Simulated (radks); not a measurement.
Spherical quantum dot in the effective-mass picture: electrons in a well V = -V0 / (1 + exp((r - R)/a)) with V0 = 8.14, R = 5.2, a = 0.46, all in effective atomic units (hartree* = m*/eps^2 hartree, bohr* = eps/m* bohr), one dielectric constant everywhere. Calculated with a radial shooting solver with Libxc functionals: non-relativistic Kohn-Sham, PBEsol, spin-polarised, spherical densities. Levels are named by radial order and angular momentum (1s, 1p, 1d, 2s, ...), and open shells are averaged over m. Results are scaled to m* = 0.575 and eps = 8.9, for which hartree* = 197.5 meV and bohr* = 0.8191 nm.

N = 13, configuration 1s2 1p6 1d(up 5, down 0). This is the lowest configuration that the search found. Occupied and some empty levels:

level,occupation,eigenvalue (meV),<r> (nm)
1s up,1,-866.97,2.503
1s down,1,-855.89,2.460
1p up,3,-840.94,2.662
1p down,3,-828.67,2.642
1d up,5,-798.82,2.796
1d down,0,-785.81,2.786
1f up,0,-743.57,2.911
1f down,0,-730.12,2.908
2s up,0,-726.09,1.962
2s down,0,-721.25,1.958
2p up,0,-659.39,2.286
2p down,0,-652.20,2.278

Energy (meV): total -15139.6, kinetic 1084.9, external -20103, Hartree 4645.6, exchange-correlation -767.42.
